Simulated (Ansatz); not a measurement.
`F[SiH2][TeH]` + `O[SiH2]O` → `O[SiH2]O[SiH2]F` + H₂Te  (ligand exchange at the Si–Te bond)

Computed with Ansatz on PBE0-D4/def2-TZVP structures; ΔE is electronic, products minus reactants. CCSD(T)/CBS is the MP2 limit (def2-TZVPP, def2-QZVPP) plus CCSD(T) − MP2 in def2-TZVPP, frozen cores. Functionals use def2-TZVPP. HSE06 is defined as in plane-wave codes. Elements past krypton have def2 core potentials. For Te outer-core shells are correlated without core-valence functions, which leaves a few kJ/mol of doubt a bond. One conformer a species, not always the lowest.

```
level  ΔE (kJ/mol)
 BLYP        -65.4
HSE06        -55.1
```

Question: What does CCSD(T)/CBS give? (An estimate is asked.)

Answer: Ansatz gave: -67.2 kJ/mol. The listed levels differ from it by 1.8, 12.1 kJ/mol.

Largest T1 diagnostic among the species: 0.012.

From PBE to PBE0 (25 % exact exchange), in def2-TZVPP and without D4, ΔE moves by −7.3 kJ/mol. Leaving LDA and LC-ωPBE aside and taking each functional with its dispersion term where it has one, the values, not all of them listed here, spread over 30.5 kJ/mol, from BHLYP-D4 to PBE-D4. LDA lies −5.8 kJ/mol from PBE without D4. At CCSD(T), def2-SVP lies −7.6 kJ/mol from the extrapolated value and def2-TZVPP −6.8 kJ/mol.
